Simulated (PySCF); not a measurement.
Vertical excitations of a molecule C₄H₃ClF₂ from PySCF with TDA-PBE/def2-SVPD, as energy in eV (oscillator strength): 4.65 (0.000), 5.35 (0.000), 5.65 (0.000), 5.78 (0.000), 6.35 (0.005), 6.44 (0.022), 6.61 (0.383), 6.67 (0.000), 7.11 (0.016), 7.22 (0.001). Lowest triplet (TDA): 4.02 eV. Geometry optimised at B3LYP-D3(BJ)/def2-SVP. One conformer was computed; it need not be the lowest.

Q: Which molecule gave these data?
A. C#C[C@H](F)[C@H](F)Cl
B. CC(Cl)=C=C(F)F
C. F/C=C\C(F)=C/Cl
D. FC1=C(Cl)[C@@H](F)C1

A: B, CC(Cl)=C=C(F)F
